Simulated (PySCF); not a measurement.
H₂O. Atoms are numbered in the order given.

```xyz
3

O      0.0000     0.0000    -0.1169
H      0.0000    -0.7650     0.4676
H      0.0000     0.7650     0.4676
```

The structure is a stationary point at B3LYP-D3(BJ)/def2-TZVP.

The numbers are results of PBE0/pcSseg-1 (PySCF), not measurements.

GIAO shieldings, no solvent; atoms alike by connectivity are averaged. δ = σ(ref) − σ: ¹H against TMS (σ = 31.56 ppm), references at their B3LYP-D3(BJ)/def2-TZVP geometries, non-relativistic.

Computed chemical shifts:
```json
[
 {"nucleus": "¹H", "atoms": "H2, H3", "count": "2", "δ (ppm)": "0.71"}
]
```
